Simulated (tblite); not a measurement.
Species: CH8Cl3NSi3.
Geometry (GFN2-xTB, Å), atoms numbered from 1 in this order:
```xyz
16
CH8Cl3NSi3 angstrom
Si    -0.7375   -1.4112    1.2393
N     -0.6326   -0.2644   -0.0956
Si    -1.9798    0.8391   -0.3501
Si     0.7649   -0.2029   -1.0960
C      2.1696    0.7138   -0.1078
Cl     2.5304   -0.1094    1.4186
Cl     3.6495    0.7630   -1.0812
Cl     1.6795    2.3770    0.2564
H     -2.0896   -1.9700    1.2023
H     -0.5069   -0.6972    2.4939
H      0.2617   -2.4478    1.0040
H     -2.9159    0.1722   -1.2602
H     -1.4655    2.0710   -0.9407
H     -2.5961    1.0863    0.9512
H      1.3122   -1.5285   -1.3657
H      0.5484    0.6179   -2.2796
```

Computed values, GFN2-xTB/tblite, gas phase, harmonic and unscaled. Errors from tens to a few hundred cm⁻¹ against measured bands are possible. Modes of hydrogen on silicon can be 10 to 20 % off. One conformer, not necessarily the lowest. The optimisation stopped once no atom felt more than 0.01 eV/Å.

Lowest wavenumbers of the output (negative numbers stand for imaginary wavenumbers):
```
mode    cm-1
  1     -48.1
  2      21.5
  3      44.8
  4      67.0
  5     114.4
  6     124.3
  7     138.9
  8     195.3
  9     224.1
 10     230.6
```

Task: Is this structure a minimum?

Result: Not by this Hessian. 1 mode is imaginary beyond 20i (48i cm⁻¹), so at this level the point lies at or near a first-order saddle. The curvature is small, so loose convergence or finite differences may be the whole cause.

Task: Which atoms move in the imaginary mode?

Result: 48i: H12 (Si–H hydrogen) 32 %, H14 (Si–H hydrogen) 32 %, H13 (Si–H hydrogen) 23 %. These are shares of the mass-weighted motion.

Task: What is the remedy?

Result: Step along that mode in both directions, optimise again with tighter thresholds and repeat the frequencies. The zero-point energy of this point (49.5 kcal/mol) counts the 41 real modes alone, and thermal corrections from it aren't those of a minimum.
